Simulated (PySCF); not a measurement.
This PySCF input asks for the NMR shieldings of SMILES CB(C)N1[SiH2]N[SiH2]1, C2H11BN2Si2; the geometry comes from GFN2-xTB.

```python
import basis_set_exchange as bse
import numpy as np
from pyscf import gto, dft
from pyscf.prop import nmr

atoms = """
C    -1.599131    1.039175   -1.184975
B    -0.975417   -0.004582   -0.158518
C    -1.926825   -1.003185    0.631588
N     0.404843   -0.020821    0.056673
Si    1.434199   -0.972800    1.125589
N     2.715966   -0.029917    0.423460
Si    1.721949    0.924357   -0.636929
H    -0.935964    1.229613   -2.026536
H    -1.752913    1.996335   -0.687316
H    -2.565157    0.729216   -1.577336
H    -1.387963   -1.612405    1.354726
H    -2.434108   -1.679059   -0.055731
H    -2.709543   -0.465659    1.164907
H     1.481132   -2.390921    0.781614
H     1.208729   -0.710132    2.544552
H     3.705799   -0.030492    0.586065
H     1.941635    0.664546   -2.057541
H     1.664010    2.343049   -0.295951
"""
names = dict.fromkeys(["C", "B", "N", "Si", "H"], "pcSseg-1")
basis = {el: gto.basis.parse(bse.get_basis(n, elements=[el], fmt="nwchem")) for el, n in names.items()}
mol = gto.M(atom=atoms, basis=basis, charge=0, verbose=0)
mf = dft.RKS(mol, xc="PBE0")
mf.grids.level = 2
mf.grids.alignment = dft.numint.BLKSIZE   # the property module wants whole blocks of grid points
mf.conv_tol = 1e-9
mf.kernel()

calc = nmr.RKS(mf)   # GIAO
C = mf.mo_coeff
Co = C[:, mf.mo_occ > 0]
resp = mf.gen_response(singlet=True, hermi=2)
def vind(x):   # induced exchange potential for any number of trial vectors
    d = np.einsum("pi,xij,qj->xpq", C, 2 * x.reshape(-1, C.shape[1], Co.shape[1]), Co, optimize=True)
    return np.einsum("xpq,pi,qj->xij", resp(d - d.transpose(0, 2, 1)), C, Co, optimize=True).ravel()
mo1, _ = nmr.rhf.solve_mo1(calc, with_cphf=vind)
sigma = calc.kernel(mo1)
for i, s in enumerate(sigma):   # ppm
    w = np.linalg.eigvalsh((s + s.T) / 2)
    print("%2d %-2s iso %8.1f  s11 %8.1f  s22 %8.1f  s33 %8.1f" % (i, mol.atom_pure_symbol(i), w.mean(), *w))
```

Q: What are the results?

A: 
```
 0 C  iso    180.1  s11    170.2  s22    175.8  s33    194.3
 1 B  iso     49.3  s11     10.6  s22     25.4  s33    111.9
 2 C  iso    176.6  s11    165.1  s22    172.1  s33    192.5
 3 N  iso    142.9  s11     66.7  s22    168.0  s33    194.1
 4 Si iso    367.5  s11    344.7  s22    348.5  s33    409.3
 5 N  iso    253.7  s11    214.0  s22    254.2  s33    292.9
 6 Si iso    368.3  s11    346.4  s22    348.8  s33    409.6
 7 H  iso     31.6  s11     27.1  s22     31.2  s33     36.5
 8 H  iso     31.4  s11     27.8  s22     29.3  s33     37.0
 9 H  iso     31.2  s11     27.1  s22     29.8  s33     36.7
10 H  iso     31.8  s11     27.2  s22     31.5  s33     36.5
11 H  iso     31.1  s11     27.7  s22     29.0  s33     36.7
12 H  iso     31.1  s11     27.6  s22     29.2  s33     36.4
13 H  iso     25.9  s11     22.6  s22     24.1  s33     30.9
14 H  iso     25.9  s11     22.6  s22     24.1  s33     30.9
15 H  iso     31.9  s11     24.1  s22     26.5  s33     45.1
16 H  iso     25.9  s11     22.6  s22     24.1  s33     30.9
17 H  iso     26.0  s11     22.7  s22     24.3  s33     31.0
```

These numbers come from an equivalent density-fitted implementation of the same equations, which agrees with the script to about 0.01 ppm for H and up to a few tenths of a ppm for heavy atoms, so last digits may differ.

Size and cost of the density-fitted run: 188 basis functions, 56 s wall time on 1 thread of an Arm Neoverse N1, shared host; peak memory 0.84 GiB.
